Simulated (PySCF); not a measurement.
Cl⁺ (chlorine, charge +1) across methods

[Ne] 3s2 3p4, high-spin 3P determinant. Calculation: PySCF 2.14, in dyall-acv3z; the spin-free X2C one-electron Hamiltonian (Gaussian nucleus).

```csv
method,E (hartree),mean ε 3s β (eV),mean ε 3p α (eV),mean ε 3p β (eV),Σ⟨r²⟩ (bohr²),⟨S²⟩
PBEsol,-460.2276,-30.490,-20.243,-18.251,20.53,2.003
BHandHLYP,-461.1188,-34.321,-23.501,-21.393,20.52,2.005
PBE0,-460.9594,-32.441,-22.028,-19.936,20.46,2.005
UHF,-460.47167,-36.794,-26.344,-23.642,20.59,2.011
LDA,-459.5916,-30.751,-20.307,-18.332,20.57,2.002
PBE,-460.9249,-30.535,-20.297,-18.353,20.52,2.003
HSE06,-460.9792,-32.042,-21.604,-19.527,20.46,2.005
```

Problem. Estimate the same row for r2SCAN.

Solution. E (hartree) = -461.0760; mean ε 3s β (eV) = -30.707; mean ε 3p α (eV) = -20.873; mean ε 3p β (eV) = -18.708; Σ⟨r²⟩ (bohr²) = 20.44; ⟨S²⟩ = 2.007.
